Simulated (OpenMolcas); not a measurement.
An OpenMolcas run meant for Sc+ (ANO-RCC-VTZP, DKH4; inactive shells 1s 2s 2p 3s 3p; intended active space 2 electrons in 6 orbitals (3d 4s)). One step of its input:

```
&RASSCF
FileOrb=start.orb
Symmetry=1
Spin=3
nActEl=2 0 0
Inactive=3 6
Ras2=6 0
CIRoot=14 14 1
SDav=15
CIMx=300
Iter=80 100
PrWF=0.3
OrbListing=Nothing
MaxOrb=0
Atom
```

The run finished. Its levels beside those of a sound run (CASSCF), in cm⁻¹ above each run's lowest level:

```csv
Level,This run,Usual run
3d 4s ³D₁,0.0,0.0
3d 4s ³D₂,62.9,62.4
3d 4s ³D₃,161,159
3d 4s ¹D₂,4814,4727
3d² ³F₂,5729,5489
3d² ³F₃,5824,5583
3d² ³F₄,5951,5709
3d² ¹D₂,15827,15729
4s² ¹S₀,17758,17519
3d² ¹G₄,18014,17803
```

Task: Which setting is unsound, and how much does it matter here?

Result: CIRoot is one short, so the average cuts through a term and the orbitals lose spherical symmetry. Against the sound run the excited levels shown move by 150 cm-1 on average and by 240 cm-1 at most.

Without dynamic correlation excited terms often stand tens of per cent too high (terms of higher spin than the ground term too low), and those without a measured partner can miss by more than the paired ones. A single d shell beside an s shell can misplace configurations of different d count against each other. Levels of configurations outside the active space are missing.
